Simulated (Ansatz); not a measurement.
Reactions of CH₇BSi₂ (`[SiH3][SiH]1BC1`).

Isolated molecules relaxed with PBE0-D4/def2-TZVP in Ansatz; ΔE leaves out vibrations. CBS: MP2 limit from def2 TZ/QZ plus the TZ coupled-cluster correction, frozen cores. This one scheme is used for every species. For Br outer-core shells are correlated without core-valence functions, which leaves a few kJ/mol of doubt a bond. Scalar relativity is left out up to krypton. Each species was taken in one conformer, which may not be the lowest.

Q: Order these by ΔE at CCSD(T)/CBS, lowest first. (Estimate.)
A. `[SiH3][SiH]1BC1` → `B1[SiH2]C[SiH2]1`
B. `[SiH3][SiH]1BC1` + `[NH2][AlH2]` → `[AlH2][NH][SiH3]` + `B1C[SiH2]1`
C. `[SiH3][SiH]1BC1` + H₂O → `O[SiH]1BC1` + SiH₄
D. `[SiH3][SiH]1BC1` → `B1C[SiH2]1` + `[SiH2]`
E. `[SiH3][SiH]1BC1` + `N[SiH](N)[SiH3]` → `N[Si](N)([SiH3])[SiH3]` + `B1C[SiH2]1`
F. `[SiH3][SiH]1BC1` + H–F → `F[SiH]1BC1` + SiH₄
G. `[SiH3][SiH]1BC1` + HBr → `Br[SiH]1BC1` + SiH₄

A: F (-24.9 kcal/mol), G (-21.5 kcal/mol), C (-16.1 kcal/mol), A (-11.7 kcal/mol), B (-9.6 kcal/mol), E (+3.7 kcal/mol), D (+59.3 kcal/mol).

Largest T1 diagnostic: 0.014, for `[SiH3][SiH]1BC1`.
